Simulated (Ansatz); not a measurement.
CH7AlSi2 (`C[SiH]1[AlH][SiH2]1`), relaxed with RKS PBE0-D4/def2-TZVP in the Gaussian-basis code of Ansatz from a PBE-D4/def2-SVP geometry. The force threshold is 0.005 eV/Å; the program also tests the step.

Total charge 0; spin multiplicity 1.

Start:

```xyz
11

C     1.132   -0.849   -1.308
Si   -0.279   -0.754   -0.030
Al   -1.888    1.073   -0.058
Si   -0.112    0.993    1.614
H     2.022   -1.334   -0.858
H     0.816   -1.436   -2.194
H     1.425    0.164   -1.650
H    -0.630   -2.127    0.498
H    -3.167    1.833   -0.660
H     1.132    1.851    1.616
H    -0.453    0.584    3.028
```

(1) How much energy does the relaxation release, and in how many steps? (Estimate.)

(2) Which bonds change most? (Best estimate.)

(3) Give the relaxed structure. (Estimate.)

Results:

(1) Ansatz gave: 0.13 eV, in 18 steps, 1 of them rejected.

(2) The calculation gave: Si2–Si4 from 2.405 to 2.328 Å; Si2–Al3 from 2.435 to 2.398 Å; C1–Si2 from 1.906 to 1.879 Å; Al3–Si4 from 2.440 to 2.417 Å.

(3) Ansatz gave: 
```xyz
11

C     1.297   -0.966   -1.304
Si   -0.141   -0.454   -0.208
Al   -1.973    1.069    0.058
Si   -0.216    0.868    1.706
H     1.943   -1.673   -0.779
H     0.930   -1.440   -2.217
H     1.890   -0.093   -1.582
H    -0.958   -1.646    0.215
H    -3.338    1.726   -0.419
H     0.536    2.131    1.407
H     0.030    0.478    3.123
```
